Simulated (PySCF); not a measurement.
CH₇NOSi₂, SMILES C1N[SiH2]O[SiH2]1. Heavy atoms are numbered as in [CH2:1]1[NH:2][SiH2:3][O:4][SiH2:5]1. Hydrogens are named by the atom that carries them.

The structure is a stationary point at PBE0-D3(BJ)/def2-SVP. The structure was generated by enumeration, and PubChem lists no compound with its InChIKey, so it may never have been made. One conformer was computed; it need not be the lowest.

Level of theory: r2SCAN/def2-TZVP in PySCF.

ESP charges are fitted to the potential on shells at 1.4 to 2.0 van der Waals radii. Atomic charges (e), one atom of each kind:

```csv
atom,Löwdin,Mulliken,ESP fit
C1 (CH2),-0.44,-0.22,-0.14
N2 (NH),-0.11,-0.47,-0.55
Si3 (SiH2),0.12,0.54,0.55
O4,-0.03,-0.48,-0.38
Si5 (SiH2),0.24,0.46,0.46
H on C1,0.13,0.10,0.08
H on N2,0.16,0.21,0.31
H on Si3,-0.05,-0.06,-0.11
H on Si5,-0.04,-0.05,-0.09
```

Task: Give the Mayer and Wiberg (Löwdin basis) orders of the bonds. (Estimate from the structure and the level; the computed values follow.)

Result: 
| bond | Mayer | Wiberg |
|---|---|---|
| C1–N2 | 0.95 | 1.38 |
| N2–Si3 | 1.14 | 1.40 |
| Si3–O4 | 1.10 | 1.50 |
| C1–Si5 | 0.97 | 1.09 |
| O4–Si5 | 1.12 | 1.51 |
